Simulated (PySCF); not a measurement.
C₆ coefficients of unlike pairs at PBE

Calculated with PySCF 2.14 from the dipole response of each species, C₆(A,B) = (3/π) ∫ α_A(iu) α_B(iu) du, in atomic units, from isotropic polarisabilities. For ions this is the dispersion term alone; charge-induced terms of lower order in 1/R come first.

```json
{"species": "Ne", "configuration": "[Ne] (1S)", "basis": "aug-cc-pVQZ-DK (6s5p4d3f2g)", "relativity": "spin-free X2C", "α (bohr³)": "2.885", "C₆ (like pair)": "7.112"}
{"species": "Ga", "configuration": "[Ar] 3d10 4s2 4p1 (2P)", "basis": "aug-cc-pVTZ-PP with one added diffuse shell each of s, d, f type with ECP10MDF (7s5p5d3f)", "relativity": "core potential", "α (bohr³)": "65.28", "C₆ (like pair)": "546.3"}
{"species": "Kr⁺", "configuration": "[Ar] 3d10 4s2 4p5 (2P)", "basis": "aug-cc-pwCVDZ-PP with ECP10MDF (6s5p4d1f)", "relativity": "core potential", "α (bohr³)": "10.93", "C₆ (like pair)": "68.23"}
{"species": "Cr", "configuration": "[Ar] 3d5 4s1 (7S)", "basis": "aug-cc-pVTZ-DK (8s7p5d3f2g)", "relativity": "spin-free X2C", "α (bohr³)": "68.66", "C₆ (like pair)": "552.9"}
```

(1) Estimate C₆ for Cr with Ga.

No spin-orbit coupling is included.

The other pairs:

| pair | C₆ |
| --- | --- |
| Cr, Ne | 46.04 |
| Cr, Kr⁺ | 159.4 |
| Kr⁺, Ne | 21.49 |
| Kr⁺, Ga | 160.8 |
| Ga, Ne | 46.00 |

Results:

(1) The integral gives 548.1. The combination rule 2 C_A C_B / (C_A α_B/α_A + C_B α_A/α_B) gives 549.0 and the geometric mean 549.6.
